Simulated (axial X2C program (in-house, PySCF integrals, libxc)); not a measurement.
Correcting the dissociation energy of TeF⁺ for spin–orbit coupling

A spin-free PBE0 curve (one-electron X2C) was computed with an in-house relativistic program for diatomic molecules, basis Te dyall-cv3z [11s12p8d4f1g], F dyall-av3z [7s6p3d2f] (cores contracted in-house), for the state M_S = 1, Λ = 0 (beyond evenly filled blocks: π+α, π-α). It gives D0 = 3.334 eV to Te+ + F, which in a spin-free picture are the weighted means of the ground terms.

Measured levels of the ground terms (NIST Handbook of Basic Atomic Spectroscopic Data), in cm⁻¹: Te+ 4S: J = 3/2 at 0; F 2P: J = 3/2 at 0, J = 1/2 at 404.1.

The molecular state has Λ = 0, so it has no first-order lowering.

**Question.** How far does each ground level lie under the (2J+1)-weighted mean of its term?

**Answer.** Te+: a single level, 0; F: (4 × 0 + 2 × 404.1)/6 = 135 cm⁻¹.

**Question.** Correct D0.

**Answer.** D0 = 3.334 + (0 − 135)/8065.5 = 3.317 eV at PBE0 with these spin–orbit terms.

Second-order spin–orbit effects in the molecule, which grow quickly with Z, are left out. Occupations by symmetry block were frozen at the best pattern of an incomplete PBE0 search. Dissociation energies refer to the lowest single-determinant-based atoms at the same level and basis. Other states lie close and PBE0, whose exact exchange favours high spin, may order them wrongly; the determinant shown need not be the ground state. The nearest other spin-free determinant of the search, M_S = 0, Λ = 2, lies 0.96 eV up at the distance of the search.
